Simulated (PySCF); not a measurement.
Here is a job for PySCF.
```python
from pyscf import gto, scf, dft

mol = gto.Mole()
mol.atom = '''
    N     2.039239    0.098573    0.757553
    Si    0.427476    0.469005    0.438934
    F    -0.275328    0.460588    1.875908
    F     0.302870    1.959250   -0.081961
    Br   -0.745472   -0.807381   -0.823951
    H     2.345566   -0.663618    1.312286
    H     2.773351    0.325170    0.019042
'''
mol.basis = 'sto-3g'
mol.charge = 0
mol.spin = 0
mol.verbose = 4
mol.build()

mf = dft.RKS(mol)
mf.xc = 'b3lyp'
mf.kernel()
g = mf.nuc_grad_method()
grad = g.kernel()
```

Problem. Give the HOMO-LUMO gap at the level B3LYP/STO-3G, gradient (PySCF).

Solution. 9.14 eV

Problem. What number of basis functions does B3LYP/STO-3G, gradient give?

Solution. 44

Problem. Estimate the nuclear repulsion energy that B3LYP/STO-3G, gradient returns for this input.

Solution. 455.9300 Eh

Problem. Predict the total energy from B3LYP/STO-3G, gradient.

Solution. -3084.2073 Eh
